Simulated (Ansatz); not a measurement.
C₂H₅O₂ (SMILES C[OH+]C=O), charge +1, singlet, at a GFN2-xTB geometry; PBE/6-31G* run with Ansatz (an electronic-structure program).

Ansatz was given this input:
Ansatz 0.2 input:
```yaml
crystal:
  periodic: [false, false, false]
  atoms:
    - {symbol: C, position_ang: [-1.03042963, -0.20472600, -0.02112033]}
    - {symbol: O, position_ang: [-0.73312942, -1.29679953, -0.24874157]}
    - {symbol: O, position_ang: [0.04062159, 0.83539826, 0.07348090]}
    - {symbol: H, position_ang: [-1.98763608, 0.30559936, 0.10443989]}
    - {symbol: C, position_ang: [1.42550223, 0.37698170, 0.08288634]}
    - {symbol: H, position_ang: [2.05413765, 1.22422046, -0.18596967]}
    - {symbol: H, position_ang: [1.70287093, -0.01912909, 1.05973032]}
    - {symbol: H, position_ang: [1.52164729, -0.40426881, -0.67126979]}
    - {symbol: H, position_ang: [-0.12139264, 1.55125391, 0.72455841]}
basis:
  gaussian:
    orbitals: 6-31G*
hamiltonian:
  xc: pbe
total_charge: 1
```

Q: Predict the main parts of the log of this Ansatz run.

A: 
```
Functional definition: PBE
828 factors; their error is unknown
mean field evaluation 1: about -6220.7930 eV, gradient 8.2e1 eV
mean field evaluation 2: about -6185.4578 eV, gradient 1.5e2 eV
mean field evaluation 4: about -6233.0708 eV, gradient 1.4e1 eV
mean field evaluation 8: about -6233.4198 eV, gradient 1.1e-1 eV
mean field evaluation 16: about -6233.3681 eV, gradient 1.6e-4 eV
mean field -6233.36809024 eV, -229.0720521876 hartree, gradient 3.4e-5 eV, S^2 0.000000; 0 other end points of the search recorded, 0 dependent functions left out
reference -6233.36810945 eV, -229.0720528937 hartree; 16, 16 occupied and 54, 54 virtual orbitals, 828 factors
Total energy: -6233.36810945 eV, -229.0720528937 hartree
```
